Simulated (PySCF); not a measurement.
Species: C7H6F4.
InChI=1S/C7H6F4/c8-6-2-5(7(9,10)11)3-1-4(3)6/h2-4,6H,1H2/t3-,4+,6+/m0/s1

The closed-shell ground state was solved at several levels (PySCF, density fitting, gas phase, non-relativistic). Isolated species at its PBE0-D3(BJ)/def2-SVP geometry, gas phase.

| level | basis functions | HOMO (eV) | LUMO (eV) | gap (eV) | dipole (D) |
| --- | --- | --- | --- | --- | --- |
| PBE0/pcSseg-1 | 217 | -7.95 | -1.00 | 6.95 | 2.47 |
| B3LYP/pcJ-1 | 357 | -7.70 | -1.18 | 6.52 | 2.46 |
| HF/pcSseg-2 | 480 | -10.44 | 2.44 | 12.88 | 2.73 |

What might wB97X-D/def2-SVPD (280 basis functions) give for the same quantities?

HOMO -9.82 eV, LUMO 0.73 eV, gap 10.55 eV, dipole 2.56 D.

Over all these levels, which gives the widest orbital gap and which the narrowest?

HF/pcSseg-2 (Hartree–Fock, all exact exchange) has the widest, 12.88 eV, and B3LYP/pcJ-1 (global hybrid, 20 % exact exchange) the narrowest, 6.52 eV. Functional and basis both differ between the two, so the spread mixes both effects. The HOMO need not be the same orbital at Hartree–Fock and at DFT levels.

How far do the dipole and the HOMO energy spread over the levels?

The dipole runs from 2.46 to 2.73 D (mean 2.56 D) and the HOMO from -10.44 to -7.70 eV.
